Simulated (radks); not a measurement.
Results of a calculation; reference values are marked as such.
Ionisation of the krypton ion Kr+, [Ar] 3d10 4s2 4p5, to [Ar] 3d10 4s2 4p4 as the strength of local exchange is varied. Level of theory: scalar-relativistic Kohn-Sham, Slater X-alpha exchange (alpha = 2/3 is LDA exchange), no correlation, spin-polarised, spherical densities, point nucleus; open shells are filled with parallel spins first (a radial shooting solver on a logarithmic mesh with Libxc functionals).

| alpha | E(Kr+) (hartree) | exchange (hartree) | IE (eV) | -e of the level emptied (eV) | <r> of it (bohr) |
|---|---|---|---|---|---|
| 0.561 | -2768.94925 | -74.83552 | 21.635 | 16.442 (4p) | 1.885 |
| 0.563 | -2769.21637 | -75.10926 | 21.661 | 16.467 (4p) | 1.884 |
| 0.62 | -2776.83951 | -82.93131 | 22.411 | 17.192 (4p) | 1.864 |
| 0.623 | -2777.24129 | -83.34410 | 22.450 | 17.231 (4p) | 1.863 |
| 0.639 | -2779.38502 | -85.54753 | 22.663 | 17.437 (4p) | 1.857 |
| 0.667 | -2783.14034 | -89.41108 | 23.038 | 17.802 (4p) | 1.847 |
| 0.846 | -2807.26180 | -114.33738 | 25.509 | 20.214 (4p) | 1.788 |

NIST Atomic Spectra Database: 24.360 eV (measured). The Delta-SCF value meets it near alpha = 0.76. Open shells are spherical and high-spin; term and fine-structure splittings are not resolved.
